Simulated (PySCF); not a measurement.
A structure optimised at PBE-D3(BJ)/def2-SVP, used in a PySCF frequency run:

```xyz
10

C      0.0422    -0.4710    -1.5702
Si    -0.1352     0.5795     0.0000
C      0.0422    -0.4710     1.5702
H      1.0381    -0.9649    -1.5984
H     -0.0567     0.1508    -2.4823
H     -0.7323    -1.2637    -1.6088
H      0.8884     1.6946     0.0000
H      1.0381    -0.9649     1.5984
H     -0.0567     0.1508     2.4823
H     -0.7323    -1.2637     1.6088
```
Charge 0, spin multiplicity 2.

Question: Write its SMILES, formula and point group.

Answer: C[SiH]C, C2H7Si, Cs

Question: What are its rotational constants (standard atomic weights)?

Answer: 18.529, 5.8420, 4.8223 GHz
